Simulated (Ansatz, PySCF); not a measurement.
System: sum formula SrOH, charge 0, multiplicity 2. It need not be the lowest isomer of its formula. 
Structure (B3LYP-D3(BJ)/def2-TZVP (Ansatz, a quantum-chemistry and plane-wave program) minimum search):
```
O
H 1 0.9562
Sr 1 2.1175 2 180.00
```
Charge 0, spin multiplicity 2.

Dipole moments at this geometry, in debye (magnitudes).

| level | program | dipole (D) |
|---|---|---|
| HF/def2-TZVPD | PySCF | 0.85 |
| SVWN5/def2-TZVPD | Ansatz | 1.76 |
| PBE/def2-TZVPD | PySCF | 1.51 |
| BP86/def2-TZVPD | PySCF | 1.64 |
| TPSS/def2-TZVPD | PySCF | 1.19 |
| M06-L/def2-TZVPD | PySCF | 1.20 |
| r2SCAN/def2-TZVPD | Ansatz | 1.47 |
| BHLYP/def2-TZVPD | Ansatz | 1.68 |
| TPSSh/def2-TZVPD | PySCF | 1.18 |
| r2SCANh/def2-TZVPD | Ansatz | 1.49 |
| r2SCAN0/def2-TZVPD | Ansatz | 1.52 |
| MN15/def2-TZVPD | PySCF | 1.97 |
| HSE06/def2-TZVPD | Ansatz | 1.43 |
| CCSD(T)/def2-SVPD | Ansatz | 1.20 |
